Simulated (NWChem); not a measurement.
Lowest excitation of AlCl

```
Al
Cl 1 2.1469
```
Charge 0, spin multiplicity 1.

The numbers come from NWChem runs, not from measurements. The geometry was optimised at PBE0/def2-SVP, a minimum by its harmonic frequencies.

Basis set: def2-SVPD.

```json
[
 {"method": "TD-PBE", "lowest vertical singlet excitation energy (eV)": "4.65", "relative cost": "1", "difference from EOM-CCSD": "-0.26"},
 {"method": "CIS", "lowest vertical singlet excitation energy (eV)": "5.04", "relative cost": "under 3", "difference from EOM-CCSD": "+0.13"},
 {"method": "TD-B3LYP", "lowest vertical singlet excitation energy (eV)": "4.76", "relative cost": "under 3", "difference from EOM-CCSD": "-0.15"},
 {"method": "TD-BHandHLYP", "lowest vertical singlet excitation energy (eV)": "4.83", "relative cost": "under 3", "difference from EOM-CCSD": "-0.07"},
 {"method": "EOM-CCSD", "lowest vertical singlet excitation energy (eV)": "4.90", "relative cost": "under 3", "difference from EOM-CCSD": "0.00"}
]
```

The values span 0.39 eV, from TD-PBE (lowest) to CIS (highest). Costs are rough ratios of processor time within this set of runs, SCF included, with TD-PBE as 1.

The correlated methods keep 10 core orbitals frozen. B3LYP has NWChem's definition, with VWN1-RPA local correlation. The structure started from a generated list of species. Differences from the coupled-cluster row are differences between methods, not errors against experiment.
